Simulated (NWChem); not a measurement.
Species: IrF₆, quartet; SMILES [F][Ir]([F])([F])([F])([F])[F]

Computed with NWChem. Spin-unrestricted. Medium grid unless said otherwise, to which SCAN and Minnesota functionals are sensitive. In the optimisation the excess spin sits in ag (Ci, its own frame). The geometry was optimised at PBE-D3(BJ)/def2-SVP, spin-unrestricted. Not confirmed as a minimum by frequencies. No stability test was run on the SCF state. def2 effective core potentials on Ir; no spin-orbit coupling. Total energies of different functionals are on different scales.

```tsv
level	energy (Ha)	highest occupied level (eV)	lowest empty minus highest occupied level, either spin (eV)	<S²>
B3LYP/def2-SVP	-702.8945	-11.11	3.38	3.76
PBE/def2-SVP	-702.4158	-8.90	1.18	3.75
MN15/def2-SVP	-702.1762	-12.21	___	3.76
LC-BLYP (range parameter 0.33 per bohr)/def2-SVP	-701.8440	-13.67	8.27	3.76
r2SCAN/def2-SVP	-702.7136	-9.83	1.77	3.76
r2SCAN0/def2-SVP	-702.4944	-12.27	4.49	3.76
PW91/def2-SVP	-702.8655	-8.99	1.17	3.75
```

Task: What belongs in the gaps?

Result: 
- MN15/def2-SVP, lowest empty minus highest occupied level, either spin (eV): 4.84
